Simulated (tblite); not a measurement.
Compound: C7H10OS.
Structure used (GFN2-xTB), in Å, numbered top down from 1:
```
atom  x, y, z in Å
C1    -2.060   -0.097    1.092
C2    -0.964    0.782    0.569
O3    -0.866    1.954    0.825
C4     0.079    0.065   -0.294
C5    -0.564   -0.771   -1.394
C6     1.263    0.974   -0.697
C7     2.164    0.238    0.310
C8     1.033   -0.693    0.601
S9     0.868   -2.033    1.476
H10   -1.649   -1.041    1.446
H11   -2.769   -0.308    0.294
H12   -2.581    0.413    1.898
H13   -1.235   -0.160   -1.994
H14   -1.116   -1.605   -0.969
H15    0.210   -1.175   -2.043
H16    1.094    2.025   -0.477
H17    1.567    0.857   -1.734
H18    3.053   -0.247   -0.094
H19    2.464    0.831    1.174
```

Level: GFN2-xTB in tblite, geometry and Hessian alike; calculated harmonic values, unscaled, isolated species. Errors from tens to a few hundred cm⁻¹ against measured bands are possible. One conformer, not necessarily the lowest.

Harmonic wavenumbers (cm⁻¹): 56.6, 58.5, 124.4, 162.9, 183.5, 201.2, 261.2, 316.1, 348.3, 403.3, 427.5, 531.2, 564.1, 591.2, 676.7, 762.5, 857.7, 928.7, 958.4, 979.2, 994.0, 1019.4, 1031.2, 1040.1, 1121.8, 1127.6, 1150.5, 1191.8, 1209.6, 1217.6, 1256.9, 1342.4, 1366.6, 1398.4, 1417.5, 1443.8, 1449.7, 1460.5, 1485.6, 1496.3, 1765.0, 2976.7, 2995.8, 3016.2, 3025.2, 3030.7, 3031.6, 3032.1, 3037.2, 3049.9, 3053.6.

A = 1743, B = 1281, C = 1041 MHz; mass 142.045 u (most abundant isotopes); point group C1, symmetry number 1.

Question: What is the zero-point energy?

Answer: Half the sum of the wavenumbers: 33314 cm⁻¹ = 398.52 kJ/mol.

Question: What is S at 298.15 K and 1 bar for an ideal gas of classical rigid rotors and harmonic oscillators?

Answer: Translation 170.67, rotation 122.66, vibration 119.12: S = 412.4 J/(mol K).

Question: And Cp and H(298.15 K) − H(0)?

Answer: Cp = 158.52 J/(mol K), of which vibrations give 125.26 (their classical limit is 51 R = 424.0); H(298.15 K) − H(0) = 28.82 kJ/mol without the zero-point energy, 18.90 from vibrations.

Question: Which modes carry the vibrational entropy at 298.15 K?

Answer: 56.6 cm⁻¹: 19.13; 58.5 cm⁻¹: 18.86; 124.4 cm⁻¹: 12.68; 162.9 cm⁻¹: 10.53; 183.5 cm⁻¹: 9.59; 201.2 cm⁻¹: 8.88 J/(mol K); the other 45 give 39.45 together.

Question: What must be added to the electronic energy to get the Gibbs energy at 298.15 K and 1 bar?

Answer: ZPE + [H(298.15 K) − H(0)] − T·S = 398.52 + 28.82 − 122.97 = 304.37 kJ/mol.

Question: How do the functions run with temperature in this model?

Answer: 
```tsv
T (K)	S (J/(mol K))	Cp (J/(mol K))	H − H(0) (kJ/mol)	G − H(0) (kJ/mol)	ln q(vib)
100	291.0	78.1	5.38	-23.71	1.61
200	357.8	118.4	15.25	-56.30	4.18
300	413.4	159.3	29.11	-94.91	6.75
500	513.6	236.2	68.99	-187.81	11.83
800	642.6	311.6	152.21	-361.86	19.18
1000	715.8	344.1	217.95	-497.85	23.76
```

q(vib) and H(0) count from the zero-point level.

Hindered rotation and anharmonicity are outside this model. Other conformers, if any are populated, would add a mixing term that is left out. The structure is chiral; the term R ln 2 for an equal mix with its mirror image is left out.
